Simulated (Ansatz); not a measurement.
Geometry optimisation, RKS CAM-B3LYP-D4/6-31G in Ansatz 0.2.0.

Input:

```yaml
crystal:
  periodic: [false, false, false]
  atoms:
    - { symbol: C, position_ang: [-1.5124, 0.9301, -1.68] }
    - { symbol: O, position_ang: [-0.2816, 0.5014, -1.3029] }
    - { symbol: C, position_ang: [-0.0647, 0.008, -0.0355] }
    - { symbol: F, position_ang: [-0.9601, -0.0282, 0.8921] }
    - { symbol: C, position_ang: [1.1912, -0.4286, 0.2717] }
    - { symbol: Al, position_ang: [2.66874, -0.40186, -1.0491] }
    - { symbol: H, position_ang: [-1.4915, 1.3221, -2.7413] }
    - { symbol: H, position_ang: [-2.2684, 0.1734, -1.6172] }
    - { symbol: H, position_ang: [-1.8619, 1.8427, -1.004] }
    - { symbol: H, position_ang: [1.42083, -0.83286, 1.21921] }
    - { symbol: H, position_ang: [4.12701, -0.91422, -0.64836] }
    - { symbol: H, position_ang: [2.44738, 0.15468, -2.52964] }
basis:
  gaussian: { orbitals: "6-31G" }
hamiltonian:
  xc: cam_b3lyp
  dispersion: d4
relax:
  f_tol: 0.015
  max_steps: 40
output:
  orbitals: {}
```

Run as:

```bash
$ ansatz run input.yaml --threads 1 --pin off --max-ram 2048MiB --backend cpu --events-out ev --progress --plain --runs-dir out
```

Where does it end, and by what steps?

It converged. Limits of this set-up: no polarisation functions. After 6 steps the energy has fallen by 0.898 eV; H12 moved furthest, 0.30 Å.

```csv
step,energy less start (eV),largest force component (eV/Å),accepted
0,0.0000,6.643,yes
1,-0.6964,2.598,yes
2,-0.8599,0.922,yes
3,-0.8756,0.633,yes
4,-0.8925,0.202,yes
5,-0.8972,0.029,yes
6,-0.8976,0.012,yes
```

```xyz
12
Properties=species:S:1:pos:R:3
C -1.677 0.987 -1.606
O -0.299 0.573 -1.375
C 0.065 0.046 -0.183
F -1.001 0.032 0.714
C 1.275 -0.409 0.140
Al 2.796 -0.443 -1.040
H -1.677 1.371 -2.622
H -2.355 0.137 -1.518
H -1.967 1.767 -0.901
H 1.366 -0.780 1.156
H 4.167 -1.003 -0.433
H 2.724 0.048 -2.557
```

Time of the run: 39 s on 1 thread of Arm Neoverse V2 (shared host), peak memory 0.19 GiB.
